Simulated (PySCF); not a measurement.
Compound: C5H6F2.
Atom-mapped SMILES: `[CH2:1]=[C:2]([F:3])/[C:4]([F:5])=[CH:6]\[CH3:7]` (hydrogens: H8, H9 on C1; H10 on C6; H11, H12, H13 on C7)

Computed, not measured: PBE0-D3(BJ)/def2-SVP geometry optimisation, gas phase (PySCF 2.14.0).

(1) What internal coordinates does the optimisation give?

Results:

(1) 
```
                  bond  length (bohr)   order
                 C1=C2          2.521  double
                 C2–F3          2.524  single
                 C2–C4          2.765  single
                 C4–F5          2.538  single
                 C4=C6          2.531  double
                 C6–C7          2.815  single
                 C1–H8          2.056  single
                 C1–H9          2.061  single
                C6–H10          2.071  single
C7–H11, C7–H12, C7–H13          2.078  single
```

Bonds in one row agree within 0.02 bohr and their mean is given. Orders are formal, as drawn. A selection of angles:
```
     angle  degrees
  C2–C1–H8    119.8
  C2–C1–H9    120.1
  H8–C1–H9    120.1
  C1–C2–F3    120.2
  C1–C2–C4    125.1
  F3–C2–C4    114.8
  C2–C4–F5    111.1
  C2–C4–C6    130.7
  F5–C4–C6    118.3
  C4–C6–C7    129.8
 C4–C6–H10    113.4
 C7–C6–H10    116.8
 C6–C7–H11    110.0
 C6–C7–H13    113.2
H11–C7–H12    106.3
H11–C7–H13    108.4
```

Torsions: C1–C2–C4–F5 0° (synperiplanar); C2–C4–C6–C7 0° (synperiplanar).

The 7 heavy atoms lie in one plane (0.001 Å rms). The 4 C–C bonds span 1.334 Å (C1=C2, drawn double) to 1.489 Å (C6–C7, drawn single), a spread of 0.155 Å. Of the pairs four or more bonds apart, F3···H13 is among the closest relative to their van der Waals radii: 2.21 Å, 83 % of the sum of Bondi's values.

Point group: Cs (tolerance 0.08 Å). PBE0-D3(BJ)/def2-SVP frequencies: not computed here. One conformer, not necessarily the lowest.
